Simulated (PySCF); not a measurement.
A calculated (UHF, PySCF 2.14, aug-cc-pVTZ-DK, scalar relativity by spin-free X2C-1e) atom or ion has these occupied shells.

| shell | electrons | orbital energy (eV) | rms radius, mean of both spins (bohr) |
| --- | --- | --- | --- |
| 1s β | 1 | -18110.5 | 0.0426 |
| 1s α | 1 | -18110.5 | 0.0426 |
| 2s α | 1 | -2593.9 | 0.176 |
| 2s β | 1 | -2593.6 | 0.176 |
| 2p α | 3 | -2309.3 | 0.157 |
| 2p β | 3 | -2309.0 | 0.157 |
| 3s α | 1 | -468.39 | 0.488 |
| 3s β | 1 | -468.25 | 0.488 |
| 3p α | 3 | -372.84 | 0.496 |
| 3p β | 3 | -372.66 | 0.496 |
| 3d α | 5 | -215.72 | 0.495 |
| 3d β | 5 | -215.26 | 0.495 |
| 4s α | 1 | -83.342 | 1.30 |
| 4s β | 1 | -81.240 | 1.30 |
| 4p α | 3 | -56.492 | 1.46 |
| 4p β | 3 | -53.464 | 1.46 |
| 4d α | 2 | -23.002 | 2.15 |

Q: Name the element and its charge.

A: Zr(2+) (zirconium, charge +2), in [Kr] 4d2, high-spin 3F determinant.
